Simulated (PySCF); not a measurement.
**What each rung costs, and what it gives**

Saddle point of GaH$_{5}$Se, closed shell (GaH₃ + H₂Se → GaH₃Se ([GaH2][SeH]) + H₂; bonds formed: H2–H5; dative contacts that become bonds: Ga1–Se6; bonds broken: Ga1–H2, H5–Se6), PBE0-D4/def2-TZVP structure:

```
7
angstrom
Ga -0.8140 -0.2420 -0.4514
H 0.6474 -0.2043 -1.3191
H -1.3359 -1.7051 -0.4127
H -1.5238 1.1374 -0.5249
H 1.0683 -0.1805 -0.2261
Se 0.9487 -0.1360 1.4906
H 1.0092 1.3304 1.4436
```

Barriers are electronic and count from the start structure reached by relaxing down the imaginary mode.

Computed with PySCF 2.14 with density fitting (its default auxiliary sets; JK sets also for MP2 and CCSD(T)) (basis: as named in each row); correlated methods freeze the cores. Filled d shells of the heavier atoms are correlated. The def2 sets are not built for correlating such inner shells, so the correlated values are less sure here. B3LYP uses VWN-RPA correlation. Extrapolation: Hartree–Fock as exp(−7.88 √X), correlation as X^−2.97.

Times are rough, for one single point on 4 threads of a shared host (Intel Xeon).

The estimate by CCSD(T) at an estimated basis limit (MP2 extrapolated from triple and quadruple zeta, plus CCSD(T) − MP2 in triple zeta) is 0.664 eV.

```json
{"method": "HF", "basis": "STO-3G", "time (s)": "2", "barrier (eV)": "1.889", "method less estimate": "1.225"}
{"method": "B3LYP-D4", "basis": "6-31G", "time (s)": "8", "barrier (eV)": "0.687", "method less estimate": "0.023"}
{"method": "PBE0-D4", "basis": "def2-SVP", "time (s)": "9", "barrier (eV)": "0.562", "method less estimate": "-0.102"}
{"method": "SPW92", "basis": "def2-TZVPP", "time (s)": "10", "barrier (eV)": "0.273", "method less estimate": "-0.391"}
{"method": "PBE-D4", "basis": "def2-SVP", "time (s)": "11", "barrier (eV)": "0.425", "method less estimate": "-0.239"}
{"method": "MP2", "basis": "def2-QZVPP", "time (s)": "11", "barrier (eV)": "0.636", "method less estimate": "-0.028"}
{"method": "B3LYP-D4", "basis": "def2-TZVPP", "time (s)": "14", "barrier (eV)": "0.635", "method less estimate": "-0.029"}
{"method": "PBE0-D4", "basis": "def2-TZVPP", "time (s)": "15", "barrier (eV)": "0.544", "method less estimate": "-0.120"}
{"method": "PBE-D4", "basis": "def2-TZVPP", "time (s)": "16", "barrier (eV)": "0.418", "method less estimate": "-0.246"}
{"method": "BHLYP-D4", "basis": "def2-TZVPP", "time (s)": "16", "barrier (eV)": "0.797", "method less estimate": "0.133"}
{"method": "r2SCAN-D4", "basis": "def2-TZVPP", "time (s)": "25", "barrier (eV)": "0.482", "method less estimate": "-0.182"}
{"method": "CCSD(T)", "basis": "def2-SVP", "time (s)": "100", "barrier (eV)": "0.844", "method less estimate": "0.180"}
{"method": "wB97M-V", "basis": "def2-TZVPP", "time (s)": "300", "barrier (eV)": "0.731", "method less estimate": "0.067"}
{"method": "CCSD(T)", "basis": "def2-TZVPP", "time (s)": "380", "barrier (eV)": "0.735", "method less estimate": "0.071"}
```

All methods are single points on the PBE0-D4 structures.

No T1 diagnostic of these runs exceeds 0.013.

Exchanges of this kind with a chalcogen hydride build sulfide and selenide films.

Labels in which every atom is bracketed show which atoms are joined, not bond orders.
